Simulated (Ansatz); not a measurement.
Stretching the Zn1–I3 bond in FIZn (SMILES [F][Zn][I]) (multiplicity 1 held, fragments rigid). Energies count from the point at 2.411 Å.
Geometry at that point (charge 0, multiplicity 1):
```xyz
3

Zn     0.000     0.000    -1.217
F      0.000     0.000    -2.974
I      0.000     0.000     1.194
```

Unrestricted levels (U-) break spin symmetry where that is lower. Active spaces are followed from a long bond inwards. Curves can end on different states.

Correlated levels freeze the cores. Filled d and f shells under p-block atoms count as core.

Codes used: Ansatz (Gaussian basis) for Hartree–Fock, density functionals and correlated methods. Each number belongs to the level named beside it. In def2 rows elements past Kr take small-core potentials, without spin–orbit coupling.

### Question
Predict the energy at R = 7.715 Å from FIC-MRCISD+Q on CASSCF(6,4)/def2-SVP.

### Answer
75.3 kcal/mol

### Question
What is the computed energy at R = 7.715 Å (U-MP2/def2-SVP)?

### Answer
77.6 kcal/mol

Doubts at one or more of the structures used: a spin-contaminated determinant (U-MP2/def2-SVP); active orbitals that take no part (FIC-MRCISD+Q on CASSCF(6,4)/def2-SVP).

Ansatz is a quantum-chemistry and plane-wave program.
